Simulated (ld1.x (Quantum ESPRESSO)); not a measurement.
# An all-electron radial function and its pseudo partner (H)

Columns: radius, all-electron u(r) and pseudo u(r) of the 1s shell (level -6.49 eV) of hydrogen in the configuration 1s1; PBE, non-relativistic, TM scheme, ld1.x (Quantum ESPRESSO) 7.5.

```json
{"r (bohr)": "0.065", "all-electron": "0.1169", "pseudo": "0.0935"}
{"r (bohr)": "0.130", "all-electron": "0.2188", "pseudo": "0.1850"}
{"r (bohr)": "0.195", "all-electron": "0.3071", "pseudo": "0.2725"}
{"r (bohr)": "0.260", "all-electron": "0.3831", "pseudo": "0.3541"}
{"r (bohr)": "0.325", "all-electron": "0.4483", "pseudo": "0.4283"}
{"r (bohr)": "0.390", "all-electron": "0.5035", "pseudo": "0.4936"}
{"r (bohr)": "0.455", "all-electron": "0.5501", "pseudo": "0.5494"}
{"r (bohr)": "0.520", "all-electron": "0.5887", "pseudo": "0.5952"}
{"r (bohr)": "0.585", "all-electron": "0.6204", "pseudo": "0.6313"}
{"r (bohr)": "0.650", "all-electron": "0.6460", "pseudo": "0.6584"}
{"r (bohr)": "0.715", "all-electron": "0.6660", "pseudo": "0.6779"}
{"r (bohr)": "0.780", "all-electron": "0.6811", "pseudo": "0.6910"}
{"r (bohr)": "0.845", "all-electron": "0.6920", "pseudo": "0.6991"}
{"r (bohr)": "0.910", "all-electron": "0.6991", "pseudo": "0.7035"}
{"r (bohr)": "0.975", "all-electron": "0.7028", "pseudo": "0.7051"}
{"r (bohr)": "1.040", "all-electron": "0.7036", "pseudo": "0.7046"}
{"r (bohr)": "1.105", "all-electron": "0.7019", "pseudo": "0.7021"}
{"r (bohr)": "1.170", "all-electron": "0.6979", "pseudo": "0.6979"}
{"r (bohr)": "1.235", "all-electron": "0.6920", "pseudo": "0.6920"}
{"r (bohr)": "1.300", "all-electron": "0.6844", "pseudo": "0.6844"}
{"r (bohr)": "1.365", "all-electron": "0.6753", "pseudo": "0.6753"}
{"r (bohr)": "1.430", "all-electron": "0.6650", "pseudo": "0.6650"}
{"r (bohr)": "1.495", "all-electron": "0.6537", "pseudo": "0.6537"}
{"r (bohr)": "1.560", "all-electron": "0.6415", "pseudo": "0.6415"}
{"r (bohr)": "1.625", "all-electron": "0.6286", "pseudo": "0.6286"}
{"r (bohr)": "1.690", "all-electron": "0.6151", "pseudo": "0.6151"}
```

(1) How many radial nodes do the two functions have?

(2) At about which radius was the pseudo-wave matched?

(3) Is the pseudo-wave norm-conserving?

Results:

(1) The all-electron 1s function has n − l − 1 = 0; the pseudo-wave has 0.

(2) 1.30 bohr. The columns agree to 0.0005 from 1.10 bohr on; several derivatives are matched, so the curves merge somewhat inside the radius.

(3) Yes: the TM scheme keeps the norm inside the radius equal to the all-electron one, which fixes the energy derivative of the logarithmic derivative at the level.
